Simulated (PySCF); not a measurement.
A PySCF script (with the pyscf-properties extension) for the NMR shieldings of `InChI=1S/C5H14P2/c1-6-4-5-7(2)3/h6H,4-5H2,1-3H3`, on a PBE0-D3(BJ)/def2-SVP geometry:

```python
import basis_set_exchange as bse
import numpy as np
from pyscf import gto, dft
from pyscf.prop import nmr

atoms = """
C     2.867997   -0.003620    0.861954
P     1.686849   -1.423192    0.729684
C     0.802770   -0.984769   -0.859872
C    -0.000180    0.310546   -0.771242
P    -0.934075    0.530331    0.827601
C    -2.025706    1.931482    0.311526
C    -2.131174   -0.869878    0.698445
H     3.361979    0.247220   -0.089335
H     2.314022    0.875192    1.225434
H     3.636149   -0.242491    1.612429
H     2.591206   -2.359656    0.134512
H     1.515364   -0.927294   -1.699013
H     0.129960   -1.832322   -1.073352
H    -0.693605    0.386112   -1.628048
H     0.678332    1.178382   -0.839970
H    -2.759300    2.134996    1.106236
H    -1.417497    2.839678    0.181377
H    -2.565522    1.727092   -0.628160
H    -1.600896   -1.816303    0.882379
H    -2.628842   -0.915159   -0.284677
H    -2.898968   -0.764053    1.479873
"""
names = dict.fromkeys(["C", "P", "H"], "pcSseg-1")
basis = {el: gto.basis.parse(bse.get_basis(n, elements=[el], fmt="nwchem")) for el, n in names.items()}
mol = gto.M(atom=atoms, basis=basis, charge=0, verbose=0)
mf = dft.RKS(mol, xc="B3LYP")
mf.grids.level = 2
mf.grids.alignment = dft.numint.BLKSIZE   # the property module wants whole blocks of grid points
mf.conv_tol = 1e-9
mf.kernel()

calc = nmr.RKS(mf)   # GIAO
C = mf.mo_coeff
Co = C[:, mf.mo_occ > 0]
resp = mf.gen_response(singlet=True, hermi=2)
def vind(x):   # induced exchange potential for any number of trial vectors
    d = np.einsum("pi,xij,qj->xpq", C, 2 * x.reshape(-1, C.shape[1], Co.shape[1]), Co, optimize=True)
    return np.einsum("xpq,pi,qj->xij", resp(d - d.transpose(0, 2, 1)), C, Co, optimize=True).ravel()
mo1, _ = nmr.rhf.solve_mo1(calc, with_cphf=vind)
sigma = calc.kernel(mo1)
for i, s in enumerate(sigma):   # ppm
    print("%2d %-2s %9.2f" % (i, mol.atom_pure_symbol(i), np.trace(s) / 3))
```

Problem. What are the results?

Solution. 
```
 0 C     173.28
 1 P     395.18
 2 C     156.80
 3 C     146.13
 4 P     366.80
 5 C     161.56
 6 C     164.29
 7 H      30.33
 8 H      30.11
 9 H      30.46
10 H      28.18
11 H      29.26
12 H      29.97
13 H      30.19
14 H      29.94
15 H      30.39
16 H      30.52
17 H      30.73
18 H      29.97
19 H      30.94
20 H      30.46
```

These numbers come from an equivalent density-fitted implementation of the same equations, which agrees with the script to about 0.01 ppm for H and up to a few tenths of a ppm for heavy atoms, so last digits may differ.

Size and cost of the density-fitted run: 203 basis functions, 28 s wall time on 1 thread of an Arm Neoverse V2, shared host; peak memory 0.88 GiB.
